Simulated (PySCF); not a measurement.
# UHF on In²⁺ (indium, charge +2)

Configuration: [Kr] 4d10 5s1, 2S determinant. Computed with PySCF 2.14 in x2c-QZVPPall with one added diffuse shell each of s, p, d, f type (14s10p8d5f1g, 128 functions), with scalar relativity by spin-free X2C-1e.

* Total energy: -5877.500938 hartree
* One-electron energy: -8061.7183 hartree
* Hartree (Coulomb) energy: 2342.5423 hartree
* Exchange energy: -158.3250 hartree
* ⟨S²⟩: 0.7508
* ⟨L²⟩: 0.000
* Sum of ⟨r⟩: 28.22 bohr
* Sum of ⟨r²⟩: 32.39 bohr²
* Langevin diamagnetic susceptibility: -25.7 ×10⁻⁶ cm³/mol
* Time after the integrals: of the order of 5 core-seconds

```json
{"shell": "1s α", "electrons": "1", "mean orbital energy (eV)": "-28098.8", "rms radius, mean of both spins (bohr)": "0.0340"}
{"shell": "1s β", "electrons": "1", "mean orbital energy (eV)": "-28098.7", "rms radius, mean of both spins (bohr)": "0.0340"}
{"shell": "2s α", "electrons": "1", "mean orbital energy (eV)": "-4313.1", "rms radius, mean of both spins (bohr)": "0.139"}
{"shell": "2s β", "electrons": "1", "mean orbital energy (eV)": "-4313.0", "rms radius, mean of both spins (bohr)": "0.139"}
{"shell": "2p α", "electrons": "3", "mean orbital energy (eV)": "-3868.1", "rms radius, mean of both spins (bohr)": "0.124"}
{"shell": "2p β", "electrons": "3", "mean orbital energy (eV)": "-3868.1", "rms radius, mean of both spins (bohr)": "0.124"}
{"shell": "3s α", "electrons": "1", "mean orbital energy (eV)": "-872.03", "rms radius, mean of both spins (bohr)": "0.371"}
{"shell": "3s β", "electrons": "1", "mean orbital energy (eV)": "-871.84", "rms radius, mean of both spins (bohr)": "0.371"}
{"shell": "3p α", "electrons": "3", "mean orbital energy (eV)": "-722.28", "rms radius, mean of both spins (bohr)": "0.372"}
{"shell": "3p β", "electrons": "3", "mean orbital energy (eV)": "-722.22", "rms radius, mean of both spins (bohr)": "0.372"}
{"shell": "3d α", "electrons": "5", "mean orbital energy (eV)": "-489.58", "rms radius, mean of both spins (bohr)": "0.352"}
{"shell": "3d β", "electrons": "5", "mean orbital energy (eV)": "-489.57", "rms radius, mean of both spins (bohr)": "0.352"}
{"shell": "4s α", "electrons": "1", "mean orbital energy (eV)": "-162.26", "rms radius, mean of both spins (bohr)": "0.907"}
{"shell": "4s β", "electrons": "1", "mean orbital energy (eV)": "-161.88", "rms radius, mean of both spins (bohr)": "0.907"}
{"shell": "4p α", "electrons": "3", "mean orbital energy (eV)": "-115.20", "rms radius, mean of both spins (bohr)": "0.990"}
{"shell": "4p β", "electrons": "3", "mean orbital energy (eV)": "-115.11", "rms radius, mean of both spins (bohr)": "0.990"}
{"shell": "4d α", "electrons": "5", "mean orbital energy (eV)": "-45.331", "rms radius, mean of both spins (bohr)": "1.26"}
{"shell": "4d β", "electrons": "5", "mean orbital energy (eV)": "-45.117", "rms radius, mean of both spins (bohr)": "1.26"}
{"shell": "5s α", "electrons": "1", "mean orbital energy (eV)": "-26.780", "rms radius, mean of both spins (bohr)": "2.57"}
```

Densities and radii are taken from the X2C orbitals without a picture-change correction, which distorts them close to the nucleus.
